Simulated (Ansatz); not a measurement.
Ansatz (a first-principles code) input (PBE/STO-3G):

Ansatz 0.2 input:
```yaml
crystal:
  periodic: [false, false, false]
  atoms:
    - {symbol: F, position_ang: [-2.91376222, -1.34110857, -0.62214102]}
    - {symbol: H, position_ang: [-2.05878823, -0.93960787, -0.43875927]}
basis:
  gaussian:
    orbitals: STO-3G
hamiltonian:
  xc: {name: PBE}
magnetization: {spin_polarized: false}
```

Output:

```
Functional definition: PBE
integrals: 0.00 GiB planned
76 factors; integrals over basis functions are off by at most 8.2e-6 eV
mean field: 0.04 GiB planned
mean field evaluation 1: about -2688.9571 eV, gradient 7.7e0 eV
mean field evaluation 2: about -2688.9970 eV, gradient 7.5e0 eV
mean field evaluation 4: about -2689.2114 eV, gradient 1.4e-1 eV
mean field evaluation 8: about -2689.2001 eV, gradient 1.1e-4 eV
mean field -2689.20011127 eV, -98.8262812839 hartree, gradient 1.1e-6 eV, S^2 0.000000; 0 other end points of the search recorded, 0 dependent functions left out
reference -2689.20012047 eV, -98.8262816219 hartree; 5, 5 occupied and 1, 1 virtual orbitals, 76 factors
Total energy: -2689.20012047 eV, -98.8262816219 hartree
```
